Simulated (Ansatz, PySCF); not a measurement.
C2H8OZr, SMILES C(C)[O][ZrH3], multiplicity 1. Atoms are numbered in the order given.

```xyz
12

Zr     0.0615     1.1144     0.0000
O     -0.3865    -0.7071     0.0000
C     -0.6566    -2.0800     0.0000
C      0.6181    -2.8947     0.0000
H     -1.2684    -2.3156    -0.8881
H     -1.2684    -2.3156     0.8881
H      1.2227    -2.6730    -0.8923
H      0.3842    -3.9700     0.0000
H      1.2227    -2.6730     0.8923
H      1.0578     1.4095     1.5463
H     -1.5440     2.0588     0.0000
H      1.0578     1.4095    -1.5463
```
Charge 0, spin multiplicity 1.

The structure is a stationary point at PBE0-D3(BJ)/def2-SVP. The spin state was assumed, not searched. The structure was generated by enumeration; whether it is a known compound was not checked. The def2 effective core potentials stand for the cores of Zr; spin–orbit coupling is left out. The values are those of a single conformer.

Vertical ionisation energy (IE) and electron affinity (EA) in eV. Rows of orbital energies are one-electron estimates. Where ΔSCF, EOM or ADC give a negative EA the extra electron is unbound and the value depends on the basis.

| level | IE | EA |
|---|---|---|
| −ε(HOMO), −ε(LUMO), B3LYP/def2-TZVP (PySCF) | 7.67 | 1.88 |
| −ε(HOMO), −ε(LUMO), PBE/def2-TZVP (PySCF) | 6.51 | 2.51 |
| ΔSCF, CAM-B3LYP/def2-SVPD (Ansatz), final states of multiplicity 2 and 2 | 10.18 | 0.02 |
| ΔSCF, PBE/def2-SVPD (Ansatz), final states of multiplicity 2 and 2 | 9.38 | -0.03 |

**Question.** What vertical singlet–triplet gap does ΔSCF give with CAM-B3LYP/def2-SVPD (Ansatz, a first-principles code) and with PBE/def2-SVPD (Ansatz)? (Estimate from the structure and the level; the computed values follow.)

**Answer.** 4.12 and 3.71 eV (triplet above singlet where positive).
